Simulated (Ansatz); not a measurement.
Consider the formal exchange of groups at a B–N bond: `CCN(C)BCl` + `CN[SiH3]` → `[SiH3]NCBCl` + `CCNC`.

Isolated molecules relaxed with PBE0-D4/def2-TZVP in Ansatz; ΔE leaves out vibrations. CBS: MP2 limit from def2 TZ/QZ plus the TZ coupled-cluster correction, frozen cores. Functionals use def2-TZVPP. B3LYP here is the variant with VWN-RPA as its local correlation; programs differ in this. Each species was taken in one conformer, which may not be the lowest.

```tsv
level	ΔE (eV)
B3LYP-D4	1.59
r2SCAN	1.55
SCS-MP2/def2-TZVPP	1.61
CCSD/CBS(def2)	1.55
```

(1) What does CCSD(T)/CBS give? (Estimate.)

Largest T1 diagnostic among the species: 0.011.

## Answers

(1) Computed: +1.58 eV. The listed levels differ from it by 0.01, -0.03, 0.03, -0.03 eV.

In def2-TZVPP, CCSD(T) changes the Hartree–Fock value by +0.12 eV (the triples alone add +0.03 eV) and MP2 by +0.17 eV. The D4 term adds +0.05 eV with B3LYP and +0.03 eV with PBE0; it sums over pairs of atoms, weighted by their polarisabilities, and B3LYP, whose exchange is more repulsive, gets the larger term.
